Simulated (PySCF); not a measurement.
**Molecular orbitals of CsGa⁺**

LC-ωPBE at R = 4.306 Å; basis Cs def2-SVP with ECP46, Ga def2-SVP; scalar-relativistic core potentials; PySCF 2.14. State: ²Σ⁺ (doublet), unpaired electrons σ ↑. Only the outer orbitals are listed, counted within each symmetry, core potentials removing the inner ones.

```tsv
spin	orbital	occ.	ε (eV)	on Cs (%)	main shells (%)
α	4π	1	-22.47	100	100 Cs p
α	4π	1	-22.47	100	100 Cs p
α	8σ	1	-22.43	100	100 Cs p
α	9σ	1	-16.32	2	98 Ga s
α	10σ	1	-9.75	7	92 Ga p
α	5π	0	-3.31	20	80 Ga p, 11 Cs p, 10 Cs d
α	5π	0	-3.31	20	80 Ga p, 11 Cs p, 10 Cs d
α	11σ	0	-3.18	98	94 Cs s
β	4π	1	-22.46	100	100 Cs p
β	4π	1	-22.46	100	100 Cs p
β	8σ	1	-22.37	100	100 Cs p
β	9σ	1	-15.21	1	98 Ga s
β	10σ	0	-3.43	85	85 Cs s, 15 Ga p
β	5π	0	-3.07	23	77 Ga p, 13 Cs p, 10 Cs d
β	5π	0	-3.07	23	77 Ga p, 13 Cs p, 10 Cs d
```

Question: Which are the highest filled and the lowest empty level, where do they sit, and how wide is the gap?

Answer: Highest filled α 10σ at -9.75 eV (in %: 92 Ga p); lowest empty β 10σ at -3.43 eV (in %: 85 Cs s, 15 Ga p); the gap at LC-ωPBE is 6.32 eV.

```json
{
  "bond order (Mayer)": "0.18",
  "⟨S²⟩": "0.757",
  "charge on Cs (Mulliken, basis-dependent)": "0.91",
  "charge on Cs (Löwdin, basis-dependent)": "0.73",
  "dipole moment (positive dipole points towards Ga; it is taken about the centre of mass and depends on that origin)": "-4.75 D"
}
```

Spin–orbit coupling is left out. The state was picked by a PBE0 search and need not be the measured ground state.
